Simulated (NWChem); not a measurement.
System: SiH2OClF; SMILES Cl[Si@@H](F)O

NWChem input:

```
start job
memory heap 200 mb stack 900 mb global 1100 mb
geometry units angstroms noautosym nocenter noautoz
  O      1.288593     1.252702     0.253042
  Si     0.003459     0.458002    -0.372468
  F     -1.373771     1.030638     0.242919
  Cl     0.053935    -1.533147     0.119081
  H      1.499411     1.141607     1.185377
  H      0.006676     0.651724    -1.829593
end
basis spherical
  O library 6-311g**
  Si library 6-311g**
  F library 6-311g**
  Cl library 6-311g**
  H library 6-311g**
end
dft
  xc b3lyp
  iterations 150
end
property
  shielding
  efieldgrad
end
task dft property
```

Parts of the log:

```
             Northwest Computational Chemistry Package (NWChem) 7.3.0
             --------------------------------------------------------

                             Geometry "geometry" -> ""
                             -------------------------

 Output coordinates in angstroms (scale by  1.889725989 to convert to a.u.)

  No.       Tag          Charge          X              Y              Z
 ---- ---------------- ---------- -------------- -------------- --------------
    1 O                    8.0000     1.28859300     1.25270200     0.25304200
    2 Si                  14.0000     0.00345900     0.45800200    -0.37246800
    3 F                    9.0000    -1.37377100     1.03063800     0.24291900
    4 Cl                  17.0000     0.05393500    -1.53314700     0.11908100
    5 H                    1.0000     1.49941100     1.14160700     1.18537700
    6 H                    1.0000     0.00667600     0.65172400    -1.82959300

 Effective nuclear repulsion energy (a.u.)     228.2532494490

                              NWChem Property Module
                              ----------------------

  itol2e modified to match energy
  convergence criterion.

                                 NWChem DFT Module
                                 -----------------

 Summary of "ao basis" -> "ao basis" (spherical)
 ------------------------------------------------------------------------------
       Tag                 Description            Shells   Functions and Types
 ---------------- ------------------------------  ------  ---------------------
 O                          6-311g**                 8       18   4s3p1d
 Si                         6-311g**                12       26   6s5p1d
 F                          6-311g**                 8       18   4s3p1d
 Cl                         6-311g**                12       26   6s5p1d
 H                          6-311g**                 4        6   3s1p

  itol2e modified to match energy
  convergence criterion.

            General Information
            -------------------
          SCF calculation type: DFT
          Wavefunction type:  closed shell.
          No. of atoms     :     6
          No. of electrons :    50
           Alpha electrons :    25
            Beta electrons :    25
          Charge           :     0
          Spin multiplicity:     1
          Use of symmetry is: off; symmetry adaption is: off
          Maximum number of iterations: 150
          AO basis - number of functions:   100
                     number of shells:    48
          Convergence on energy requested:  1.00D-07
          Convergence on density requested:  1.00D-05
          Convergence on gradient requested:  5.00D-04

              XC Information
              --------------
                         B3LYP Method XC Potential
                     Hartree-Fock (Exact) Exchange  0.200
                        Slater Exchange Functional  0.800 local
                    Becke 1988 Exchange Functional  0.720 non-local
              Lee-Yang-Parr Correlation Functional  0.810
                  VWN I RPA Correlation Functional  0.190 local

             Grid Information
             ----------------
          Grid used for XC integration:  fine
          Radial quadrature: Mura-Knowles
          Angular quadrature: Lebedev.
          Tag              B.-S. Rad. Rad. Pts. Rad. Cut. Ang. Pts.
          ---              ---------- --------- --------- ---------
          O                   0.60       70          10.0       590
          Si                  1.10      123           9.0       770
          F                   0.50       70           9.0       590
          Cl                  1.00      123          10.0       770
          H                   0.35       60          11.0       590
          Grid pruning is: on
          Number of quadrature shells:   506
          Spatial weights used:  Erf1

      Superposition of Atomic Density Guess
      -------------------------------------

 Sum of atomic energies:        -923.49446929

      Non-variational initial energy
      ------------------------------

 Total energy =    -924.415173
 1-e energy   =   -1733.289028
 2-e energy   =     580.620606
 HOMO         =      -0.435667
 LUMO         =       0.054315

[...]

          -----------------------------------------
          Chemical Shielding Tensors (GIAO, in ppm)
          -----------------------------------------

                                NWChem CPHF Module
                                ------------------

  scftype          =     RHF
  nclosed          =       25
  nopen            =        0
  variables        =     1875
  # of vectors     =        3
  tolerance        = 0.10D-03
  level shift      = 0.00D+00
  max iterations   =       50
  max subspace     =       30

 SCF residual:    1.2563059565436437E-005

Iterative solution of linear equations
  No. of variables     1875
  No. of equations        3
  Maximum subspace       30
        Iterations       50
       Convergence  1.0D-04

   iter   nsub   residual    time
   ----  ------  --------  ---------
     1      3    1.61D-01      68.5
     2      6    7.15D-03      82.9
     3      9    4.10D-04      97.7
     4     12    2.06D-05     110.7

      Atom:    1  O
        Diamagnetic
    393.4351     11.0520     13.2200
     11.0520    382.7845      3.6302
     13.2200      3.6302    395.1086

        Paramagnetic
   -125.0202      4.9613      0.9773
      4.9613   -110.6953     28.7648
      0.9773     28.7648   -164.8215

        Total Shielding Tensor
    268.4149     16.0132     14.1973
     16.0132    272.0892     32.3950
     14.1973     32.3950    230.2871

           isotropic =     256.9304
          anisotropy =      68.4595

          Principal Components and Axis System
                 1           2           3
              302.5701    256.0415    212.1797

      1         0.5238      0.8466     -0.0945
      2         0.7342     -0.5049     -0.4539
      3         0.4319     -0.1684      0.8860

      Atom:    2  Si
        Diamagnetic
    880.2227      0.1271     -0.3073
      0.1271    883.3002     -0.2955
     -0.3073     -0.2955    873.9895

        Paramagnetic
   -502.0119      7.4728      7.8069
      7.4728   -513.0445     -1.0261
      7.8069     -1.0261   -509.0495

        Total Shielding Tensor
    378.2108      7.5999      7.4996
      7.5999    370.2557     -1.3216
      7.4996     -1.3216    364.9400

           isotropic =     371.1355
          anisotropy =      20.2007

          Principal Components and Axis System
                 1           2           3
              384.6026    369.3350    359.4688

      1         0.8547     -0.1961     -0.4806
      2         0.4254      0.7952      0.4321
      3         0.2974     -0.5738      0.7631

      Atom:    3  F
        Diamagnetic
    485.0963     -9.7614     -9.3807
     -9.7614    468.7053      4.2489
     -9.3807      4.2489    464.5834

        Paramagnetic
   -150.3980    -23.9163    -22.0756
    -23.9163   -175.6364     25.3522
    -22.0756     25.3522   -209.0008

        Total Shielding Tensor
    334.6983    -33.6777    -31.4563
    -33.6777    293.0689     29.6011
    -31.4563     29.6011    255.5826

           isotropic =     294.4499
          anisotropy =     111.9662

          Principal Components and Axis System
                 1           2           3
              369.0940    276.8093    237.4465

      1         0.7989      0.5798      0.1599
      2        -0.4898      0.7815     -0.3865
      3        -0.3491      0.2305      0.9083

      Atom:    4  Cl
        Diamagnetic
   1145.1081     -0.1154      0.1479
     -0.1154   1153.9574     -1.5886
      0.1479     -1.5886   1145.2384

        Paramagnetic
   -377.6886     -2.3921     -6.3463
     -2.3921   -142.1485    -99.4414
     -6.3463    -99.4414   -371.0662

        Total Shielding Tensor
    767.4195     -2.5075     -6.1984
     -2.5075   1011.8089   -101.0300
     -6.1984   -101.0300    774.1721

           isotropic =     851.1335
          anisotropy =     296.7322

          Principal Components and Axis System
                 1           2           3
             1048.9550    768.8239    735.6216

      1        -0.0008      0.9786      0.2057
      2         0.9386     -0.0703      0.3378
      3        -0.3451     -0.1933      0.9185

      Atom:    5  H
        Diamagnetic
     25.5467      2.4407      8.8359
      2.4407     22.4386      0.2573
      8.8359      0.2573     41.7204

        Paramagnetic
      0.9912     -0.8548     -2.0645
     -0.8548      1.4171      0.9510
     -2.0645      0.9510     -4.2678

        Total Shielding Tensor
     26.5379      1.5859      6.7714
      1.5859     23.8558      1.2082
      6.7714      1.2082     37.4526

           isotropic =      29.2821
          anisotropy =      17.3931

          Principal Components and Axis System
                 1           2           3
               40.8775     24.4077     22.5611

      1         0.4341      0.5336      0.7259
      2         0.1040      0.7707     -0.6287
      3         0.8949     -0.3484     -0.2790

      Atom:    6  H
        Diamagnetic
     23.1063      0.0841     -0.0691
      0.0841     24.8932     -3.1005
     -0.0691     -3.1005     38.8178

        Paramagnetic
     -0.0159      0.0067      0.1398
      0.0067     -0.1176      0.7718
      0.1398      0.7718     -6.0705

        Total Shielding Tensor
     23.0904      0.0907      0.0707
      0.0907     24.7756     -2.3287
      0.0707     -2.3287     32.7473

           isotropic =      26.8711
          anisotropy =       9.7602

          Principal Components and Axis System
                 1           2           3
               33.3779     24.1557     23.0796

      1         0.0043      0.0990      0.9951
      2        -0.2613      0.9606     -0.0945
      3         0.9653      0.2596     -0.0300
```

Level: B3LYP/6-311G** (spherical d), GIAO. The geometry was optimised at PBE0/def2-SVP. B3LYP is NWChem's, with the RPA form of VWN correlation. NWChem prints the field gradient with the sign opposite to the second derivative of the potential. The printed shielding anisotropy is the first printed principal value minus the mean of the other two.
